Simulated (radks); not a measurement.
Values are calculated unless marked as measured or tabulated.
Coherent X-ray form factor from a spherical all-electron density. Level of theory: Dirac Kohn-Sham, BLYP, spin-unpolarised, spherical densities, finite nucleus; Fermi nuclear charge, rms radius of each element as measured or else 0.836 A^(1/3) + 0.57 fm (a radial shooting solver on a logarithmic mesh with Libxc functionals).

sin(theta)/lambda (1/angstrom)  f0 (electrons)
0.05                                    63.664
0.1                                     60.680
0.15                                    57.302
0.2                                     53.859
0.25                                    50.420
0.3                                     47.098
0.4                                     41.164
0.5                                     36.276
0.6                                     32.219
0.8                                     25.856
1                                       21.369
1.25                                    17.783
1.5                                     15.463
2                                       11.881

The species is in the configuration that NIST lists as its ground one. Which atom or ion scatters so?

Answer. Neutral terbium, [Xe] 4f9 6s2. Extrapolating in s^2 from the first two rows gives f0(0) = 64.7, near the electron count 65; among species with that count, the fall with angle is slower the higher Z, and the table is that of Z = 65; from so few rows the species is fixed only to a neighbour or two.
